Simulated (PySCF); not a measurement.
# Excitation energies in several basis sets

C₂H₇GeNSi.
SMILES: `N#C[C@H]([SiH3])[GeH3]`

TDDFT with PBE0 (PySCF), vertical singlets, core orbitals frozen in the response, spherical d and f functions. Isolated species at its PBE0-D3(BJ)/def2-SVP geometry, gas phase. Relativistic effects, spin–orbit coupling among them, are left out although an element past zinc is present.

```json
{"basis": "6-31G*", "functions": "106", "diffuse": "no", "S1 (eV)": "7.11", "S2 (eV)": "7.32", "S3 (eV)": "7.48", "S4 (eV)": "7.60", "S5 (eV)": "7.85", "LUMO (eV)": "0.03", "α (au)": "70.9"}
{"basis": "def2-SVP", "functions": "127", "diffuse": "no", "S1 (eV)": "7.12", "S2 (eV)": "7.40", "S3 (eV)": "7.52", "S4 (eV)": "7.60", "S5 (eV)": "7.96", "LUMO (eV)": "0.07", "α (au)": "75.5"}
{"basis": "def2-SVPD", "functions": "178", "diffuse": "yes", "S1 (eV)": "6.93", "S2 (eV)": "7.13", "S3 (eV)": "7.31", "S4 (eV)": "7.48", "S5 (eV)": "7.65", "LUMO (eV)": "-0.32", "α (au)": "86.4"}
{"basis": "aug-cc-pVDZ", "functions": "195", "diffuse": "yes", "S1 (eV)": "6.83", "S2 (eV)": "6.93", "S3 (eV)": "7.23", "S4 (eV)": "7.37", "S5 (eV)": "7.45", "LUMO (eV)": "-0.58", "α (au)": "88.1"}
{"basis": "def2-TZVP", "functions": "220", "diffuse": "no", "S1 (eV)": "6.92", "S2 (eV)": "7.13", "S3 (eV)": "7.30", "S4 (eV)": "7.47", "S5 (eV)": "7.66", "LUMO (eV)": "-0.27", "α (au)": "83.7"}
{"basis": "def2-TZVPD", "functions": "271", "diffuse": "yes", "S1 (eV)": "6.85", "S2 (eV)": "6.94", "S3 (eV)": "7.24", "S4 (eV)": "7.40", "S5 (eV)": "7.49", "LUMO (eV)": "-0.48", "α (au)": "87.6"}
```

Problem. How much do these states and the polarisability depend on the basis?

Solution. States are compared by their number. Against the largest diffuse basis here (def2-TZVPD, itself not a converged limit), sets without diffuse functions differ by up to 0.26 eV in S1 and 0.47 eV in S5; the smaller diffuse sets differ by up to 0.07 and 0.16 eV. State by state, the largest deviation of a set without diffuse functions is S1 0.26, S2 0.46, S3 0.28, S4 0.21, S5 0.47 eV. The same number needn't mean the same state in each row. Against def2-TZVPD the polarisability deviates by -19% in 6-31G*, -14% in def2-SVP, -1% in def2-SVPD, +1% in aug-cc-pVDZ, -4% in def2-TZVP.
